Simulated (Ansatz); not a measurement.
`N=[CH][Al]([SH])[Cl]` + `[CH3][Nb](=[NH])([F])[F]` → `N=[CH][Al]([F])[SH]` + `[CH3][Nb](=[NH])([F])[Cl]`  (redistribution)

Isolated molecules relaxed with PBE0-D4/def2-TZVP in Ansatz; ΔE leaves out vibrations. CCSD(T)/CBS is the MP2 limit (def2-TZVPP, def2-QZVPP) plus CCSD(T) − MP2 in def2-TZVPP, frozen cores. DFT in def2-TZVPP. Elements past krypton have def2 core potentials. For Nb outer-core shells are correlated without core-valence functions, which leaves a few kJ/mol of doubt a bond. One conformer a species, not always the lowest.

CCSD(T)/CBS gives -27.9 kJ/mol.

Problem. Another level gave -11.3 kJ/mol. Which?
A. BHLYP/def2-TZVPP
B. MP2/def2-TZVPP
C. r2SCAN/def2-TZVPP
D. LC-ωPBE/def2-TZVPP

Solution. D. LC-ωPBE -11.3, r2SCAN -16.2, BHLYP -22.7, MP2/def2-TZVPP -36.8 kJ/mol.

Problem. What do rigid-rotor, harmonic-oscillator terms from PBE0-D4/def2-TZVP frequencies (298.15 K, 1 bar) make of the CCSD(T)/CBS value? (Best estimate.)

Solution. The calculation gave: ΔZPE = +0.3 kJ/mol, ΔH = -28.1 kJ/mol, ΔS = -7 J/(mol·K), ΔG = -25.8 kJ/mol.

Largest T1 diagnostic among the species: 0.020, so the coupled-cluster value is less sure than usual.

At CCSD(T), def2-SVP lies +4.3 kJ/mol from the extrapolated value and def2-TZVPP +1.3 kJ/mol. Leaving LDA and LC-ωPBE aside and taking each functional with its dispersion term where it has one, the values, not all of them listed here, spread over 14.2 kJ/mol, from PBE-QIDH to revPBE-D4. LDA lies −5.3 kJ/mol from PBE without D4.
